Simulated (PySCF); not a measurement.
CHN, charge +1, doublet, geometry from GFN2-xTB (a state made from the parent by changing its charge; the spin is typed, not shown lowest); PBE/def2-SV(P) run with PySCF.

Input for PySCF:
```python
from pyscf import gto, scf, dft

mol = gto.M(
    atom='''
C    -0.000000   -0.000000   -0.483127
N     0.000000    0.000000    0.641659
H    -0.000000   -0.000000   -1.592853
''',
    basis='def2-sv(p)',
    charge=1,
    spin=1,
    verbose=4,
)

mf = dft.UKS(mol)
mf.xc = 'pbe'
mf.kernel()
mf.analyze()
```

Problem. Predict the main parts of the log of this PySCF run.

Solution. 
```
PySCF version 2.14.0

[INPUT] verbose = 4
[INPUT] num. atoms = 3
[INPUT] num. electrons = 13
[INPUT] charge = 1
[INPUT] spin (= nelec alpha-beta = 2S) = 1
[INPUT] symmetry False subgroup None
[INPUT] Mole.unit = angstrom
[INPUT] Symbol           X                Y                Z      unit          X                Y                Z       unit  Magmom
[INPUT]  1 C      0.000000000000   0.000000000000  -0.483127000000 AA    0.000000000000   0.000000000000  -0.912977713383 Bohr   0.0
[INPUT]  2 N      0.000000000000   0.000000000000   0.641659000000 AA    0.000000000000   0.000000000000   1.212559775362 Bohr   0.0
[INPUT]  3 H      0.000000000000   0.000000000000  -1.592853000000 AA    0.000000000000   0.000000000000  -3.010055926692 Bohr   0.0

nuclear repulsion = 24.2785718066347
number of shells = 14
number of NR pGTOs = 52
number of NR cGTOs = 30
basis = def2-sv(p)
ecp = {}

******** <class 'pyscf.dft.uks.UKS'> ********
method = UKS
initial guess = minao
damping factor = 0
level_shift factor = 0
DIIS = <class 'pyscf.scf.diis.CDIIS'>
diis_start_cycle = 1
diis_space = 8
diis_damp = 0
SCF conv_tol = 1e-09
SCF conv_tol_grad = None
SCF max_cycles = 50
direct_scf = True
direct_scf_tol = 1e-13
number electrons alpha = 7  beta = 6
XC library pyscf.dft.libxc version 7.1.2
    S. Lehtola, C. Steigemann, M. J. T. Oliveira, and M. A. L. Marques,  SoftwareX 7, 1–5 (2018)
XC functionals = pbe
    J. P. Perdew, K. Burke, and M. Ernzerhof,  Phys. Rev. Lett. 77, 3865 (1996)
    J. P. Perdew, K. Burke, and M. Ernzerhof,  Phys. Rev. Lett. 78, 1396 (1997)
    J. P. Perdew, K. Burke, and M. Ernzerhof,  Phys. Rev. Lett. 77, 3865 (1996)
    J. P. Perdew, K. Burke, and M. Ernzerhof,  Phys. Rev. Lett. 78, 1396 (1997)
radial grids:
    Treutler-Ahlrichs [JCP 102, 346 (1995); DOI:10.1063/1.469408] (M4) radial grids

becke partition: Becke, JCP 88, 2547 (1988); DOI:10.1063/1.454033
pruning grids: <function nwchem_prune>
grids dens level: 3
symmetrized grids: False
atomic radii adjust function: <function treutler_atomic_radii_adjust>
small_rho_cutoff = 0
Set gradient conv threshold to 3.16228e-05
tot grids = 37832
init E= -93.3584221176034

cycle= 1 E= -92.6947793875736  delta_E= 0.664  |g|= 0.186  |ddm|= 1.37
cycle= 2 E= -92.526905292942  delta_E= 0.168  |g|= 0.65  |ddm|= 1.01
cycle= 3 E= -92.700625732664  delta_E= -0.174  |g|= 0.225  |ddm|=  0.3
cycle= 4 E= -92.7083191270825  delta_E= -0.00769  |g|= 0.187  |ddm|= 0.0877
cycle= 5 E= -92.7247662367965  delta_E= -0.0164  |g|= 0.0246  |ddm|= 0.135
cycle= 6 E= -92.7250528399913  delta_E= -0.000287  |g|= 0.0151  |ddm|= 0.0287
cycle= 7 E= -92.7251862712577  delta_E= -0.000133  |g|= 0.00179  |ddm|= 0.0149
cycle= 8 E= -92.725191822291  delta_E= -5.55e-06  |g|= 0.000755  |ddm|= 0.00414
cycle= 9 E= -92.7251925916269  delta_E= -7.69e-07  |g|= 0.000116  |ddm|= 0.00189
cycle= 10 E= -92.7251925983346  delta_E= -6.71e-09  |g|= 1.1e-05  |ddm|= 0.000116
cycle= 11 E= -92.7251925984361  delta_E= -1.01e-10  |g|= 1.54e-06  |ddm|= 1.49e-05
Extra cycle  E= -92.7251925984366  delta_E= -5.97e-13  |g|= 2.55e-06  |ddm|= 3.38e-06
converged SCF energy = -92.7251925984366  <S^2> = 0.76701024  2S+1 = 2.0169385
**** SCF Summaries ****
Total Energy =                         -92.725192598436649
Nuclear Repulsion Energy =              24.278571806634655
One-electron Energy =                 -167.795923232370427
Two-electron Energy =                   50.792158827299126
Two-electron Coulomb Energy =           62.929160717300640
DFT Exchange-Correlation Energy =      -12.137001890001516
**** MO energy ****
                             alpha | beta                alpha | beta
MO #1   energy= -14.4807921472024  | -14.4556031771842  occ= 1 | 1
MO #2   energy= -10.3551415425937  | -10.355108876401   occ= 1 | 1
MO #3   energy= -1.25156733206314  | -1.22502136083771  occ= 1 | 1
MO #4   energy= -0.874128032304298 | -0.857829288093402 occ= 1 | 1
MO #5   energy= -0.81449487073048  | -0.700801912535971 occ= 1 | 1
MO #6   energy= -0.723105000740632 | -0.700801852500022 occ= 1 | 1
MO #7   energy= -0.723104923704404 | -0.677290345057794 occ= 1 | 0
MO #8   energy= -0.378699466752726 | -0.359633902772888 occ= 0 | 0
MO #9   energy= -0.378699324507752 | -0.359633889910367 occ= 0 | 0
MO #10  energy= -0.233947371725491 | -0.231502425054053 occ= 0 | 0
MO #11  energy= -0.0954354879058412 | -0.0943271543492212 occ= 0 | 0
MO #12  energy= 0.131963083974364  | 0.128060081127848  occ= 0 | 0
MO #13  energy= 0.131963279892163  | 0.128060267083282  occ= 0 | 0
MO #14  energy= 0.201368508318867  | 0.22876549384345   occ= 0 | 0
MO #15  energy= 0.24061854709932   | 0.303571923552052  occ= 0 | 0

To work with the spin densities directly, `use mulliken_meta_spin()` only printing them here.

 ** Mulliken spin pop alpha/beta on meta-lowdin orthogonal AOs **
 ** Mulliken Spin Density (per AO)  **
spin_pop of  0 C 1s        0.00000
spin_pop of  0 C 2s       -0.01328
spin_pop of  0 C 3s        0.00130
spin_pop of  0 C 2px      -0.08644
spin_pop of  0 C 2py      -0.08644
spin_pop of  0 C 2pz       0.03065
spin_pop of  0 C 3px       0.00066
spin_pop of  0 C 3py       0.00066
spin_pop of  0 C 3pz       0.00349
spin_pop of  0 C 3dxy      0.00000
spin_pop of  0 C 3dyz     -0.00003
spin_pop of  0 C 3dz^2     0.00045
spin_pop of  0 C 3dxz     -0.00003
spin_pop of  0 C 3dx2-y2    0.00000
spin_pop of  1 N 1s       -0.00000
spin_pop of  1 N 2s        0.30225
spin_pop of  1 N 3s        0.00185
spin_pop of  1 N 2px       0.08661
spin_pop of  1 N 2py       0.08661
spin_pop of  1 N 2pz       0.64187
spin_pop of  1 N 3px       0.00025
spin_pop of  1 N 3py       0.00025
spin_pop of  1 N 3pz       0.00420
spin_pop of  1 N 3dxy      0.00000
spin_pop of  1 N 3dyz     -0.00106
spin_pop of  1 N 3dz^2     0.00142
spin_pop of  1 N 3dxz     -0.00106
spin_pop of  1 N 3dx2-y2    0.00000
spin_pop of  2 H 1s        0.02500
spin_pop of  2 H 2s        0.00080
 ** Mulliken Spin Density (per atom)  **
spin density of  0 C =     -0.14900
spin density of  1 N =      1.12320
spin density of  2 H =      0.02580
 ** Mulliken pop alpha/beta on meta-lowdin orthogonal AOs **
 ** Mulliken pop       alpha | beta **
pop of  0 C 1s        0.99992 | 0.99992
pop of  0 C 2s        0.49931 | 0.51259
pop of  0 C 3s        0.00687 | 0.00557
pop of  0 C 2px       0.34133 | 0.42777
pop of  0 C 2py       0.34133 | 0.42776
pop of  0 C 2pz       0.55318 | 0.52253
pop of  0 C 3px       0.00488 | 0.00422
pop of  0 C 3py       0.00488 | 0.00422
pop of  0 C 3pz       0.01112 | 0.00764
pop of  0 C 3dxy      0.00000 | 0.00000
pop of  0 C 3dyz      0.00136 | 0.00138
pop of  0 C 3dz^2     0.00202 | 0.00157
pop of  0 C 3dxz      0.00136 | 0.00138
pop of  0 C 3dx2-y2    0.00000 | 0.00000
pop of  1 N 1s        0.99994 | 0.99995
pop of  1 N 2s        0.76350 | 0.46125
pop of  1 N 3s        0.00634 | 0.00449
pop of  1 N 2px       0.64922 | 0.56260
pop of  1 N 2py       0.64922 | 0.56261
pop of  1 N 2pz       0.77849 | 0.13662
pop of  1 N 3px       0.00253 | 0.00228
pop of  1 N 3py       0.00253 | 0.00228
pop of  1 N 3pz       0.00659 | 0.00239
pop of  1 N 3dxy      0.00000 | 0.00000
pop of  1 N 3dyz      0.00069 | 0.00175
pop of  1 N 3dz^2     0.00356 | 0.00214
pop of  1 N 3dxz      0.00069 | 0.00175
pop of  1 N 3dx2-y2    0.00000 | 0.00000
pop of  2 H 1s        0.35752 | 0.33252
pop of  2 H 2s        0.01164 | 0.01084
In total             7.00000 | 6.00000
 ** Mulliken atomic charges   ( Nelec_alpha | Nelec_beta ) **
charge of  0C =      0.31588  (     2.76756      2.91656 )
charge of  1N =      0.39664  (     3.86328      2.74008 )
charge of  2H =      0.28748  (     0.36916      0.34336 )

WARN: System has nonzero charge 1; the dipole moment is origin-dependent.
Location of origin: [0. 0. 0.]

Dipole moment(X, Y, Z, Debye):  0.00000,  0.00000, -1.52750
```
